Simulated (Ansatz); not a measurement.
H4OSi2, SMILES `O[Si][SiH3]` (excited triplet; H–O–Si–Si torsion 98°) (charge 0, multiplicity 3). This triplet is an excited state, 1.20 eV above the relaxed singlet at the level frozen-core CCSD(T)/cc-pVTZ // PBE0-D3(BJ)/def2-TZVP (Ansatz, a program for electronic structure).

Method: r2SCAN/cc-pVTZ // PBE0-D3(BJ)/def2-TZVP (Ansatz).

Ansatz 0.2 input:
```yaml
crystal:
  periodic: [false, false, false]
  atoms:
    - { symbol: O, position_ang: [2.207668, -0.631043, -0.179001] }
    - { symbol: Si, position_ang: [0.950258, -0.376507, 0.87191] }
    - { symbol: Si, position_ang: [-1.144663, 0.143056, -0.019973] }
    - { symbol: H, position_ang: [2.808698, 0.101819, -0.330621] }
    - { symbol: H, position_ang: [-1.142677, 1.429134, -0.772269] }
    - { symbol: H, position_ang: [-1.651259, -0.927263, -0.92197] }
    - { symbol: H, position_ang: [-2.028024, 0.260804, 1.168763] }
basis:
  gaussian: { orbitals: cc-pVTZ }
hamiltonian:
  xc: r2scan
magnetization:
  spin_polarized: true
  initial_magnetization: 2
```

Output:

```
Functional definition: r2SCAN
957 factors; their error is unknown
mean field evaluation 1: about -17859.5336 eV, gradient 4.0e1 eV
mean field evaluation 2: about -17822.4505 eV, gradient 9.8e1 eV
mean field evaluation 4: about -17864.7744 eV, gradient 5.3e0 eV
mean field evaluation 8: about -17864.9823 eV, gradient 1.3e-1 eV
mean field evaluation 16: about -17864.9328 eV, gradient 2.0e-4 eV
mean field -17864.93280640 eV, -656.5241713488 hartree, gradient 4.9e-5 eV, S^2 2.007832; 0 other end points of the search recorded, 0 dependent functions left out
reference -17864.93282074 eV, -656.5241718758 hartree; 21, 19 occupied and 133, 135 virtual orbitals, 957 factors
Total energy: -17864.93282074 eV, -656.5241718758 hartree
```
